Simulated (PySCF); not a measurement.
Geometry:
```csv
atom,x (Å),y (Å),z (Å)
C1,-2.334,0.188,-1.349
C2,-2.082,0.441,0.133
C3,-3.232,1.227,0.753
C4,-0.756,1.161,0.383
C5,0.508,0.473,-0.132
C6,0.698,-0.925,0.438
C7,1.727,1.356,0.152
N8,2.951,0.839,-0.415
Si9,4.505,0.924,0.340
H10,-2.343,1.136,-1.912
H11,-1.565,-0.460,-1.797
H12,-3.309,-0.300,-1.507
H13,-2.039,-0.539,0.642
H14,-3.331,2.218,0.279
H15,-4.192,0.702,0.629
H16,-3.074,1.390,1.831
H17,-0.819,2.171,-0.065
H18,-0.645,1.323,1.471
H19,0.433,0.390,-1.234
H20,1.671,-1.332,0.129
H21,0.676,-0.902,1.541
H22,-0.087,-1.620,0.103
H23,1.507,2.385,-0.199
H24,1.857,1.435,1.247
H25,2.921,0.735,-1.424
H26,5.093,2.302,0.465
H27,4.406,0.373,1.727
H28,5.442,0.105,-0.488
```

Geometry: PBE0-D3(BJ)/def2-SVP; GIAO shifts from PySCF, gas phase, non-relativistic, averaged over equivalent atoms.

At PBE0/pcSseg-1 (255 basis functions, 83 s wall time on 1 thread of an Arm Neoverse V1, shared host):
| atoms | δ (ppm) |
| --- | --- |
| C7 | 54.9 |
| C4 | 45.6 |
| C5 | 36.9 |
| C2 | 26.4 |
| C3 | 26.2 |
| C1 | 21.0 |
| C6 | 15.8 |
| N8 | 20.8 |
| Si9 | -53.5 |
| H26/H27/H28 | 4.63 |
| H23 | 2.90 |
| H24 | 1.88 |
| H13 | 1.53 |
| H19 | 1.06 |
| H20/H21/H22 | 0.96 |
| H14/H15/H16 | 0.93 |
| H10/H11/H12 | 0.84 |
| H18 | 0.73 |
| H17 | 0.73 |
| H25 | -0.77 |

References, each an isolated molecule treated in the same way: ¹³C (184.41 ppm), ²⁹Si (351.99 ppm), ¹H (31.27 ppm) against TMS; ¹⁵N (265.67 ppm) vs NH3.

Predict the values at B3LYP/pcSseg-1 on the same geometry.

Results:


```tsv
atoms	δ at B3LYP/pcSseg-1	change
C7	56.6	+1.7
C4	47.5	+1.9
C5	39.0	+2.1
C2	28.3	+1.9
C3	27.0	+0.8
C1	21.7	+0.7
C6	16.5	+0.7
N8	26.1	+5.3
Si9	-58.3	-4.8
H26/H27/H28	4.54	-0.09
H23	2.94	+0.04
H24	1.88	+0.00
H13	1.54	+0.01
H19	1.06	+0.00
H20/H21/H22	0.99	+0.03
H14/H15/H16	0.94	+0.01
H10/H11/H12	0.86	+0.02
H18	0.77	+0.04
H17	0.77	+0.04
H25	-0.78	-0.01
```

Chemical shifts δ = σref − σ; TMS for ¹³C (σref 179.24) and ²⁹Si (σref 337.86) and ¹H (σref 31.38); ¹⁵N (σref 263.54) vs NH3, all at this level.

The largest change is at N8 (nitrogen bonded to C, Si, H). Cost: 255 basis functions, 62 s wall time on 1 thread of an Arm Neoverse V1, shared host. The order of the carbon signals is the same at both levels.

Experimental scales use liquid or dissolved standards, which lie at an offset from isolated NH3 (liquid NH3: subtract about 20 ppm).
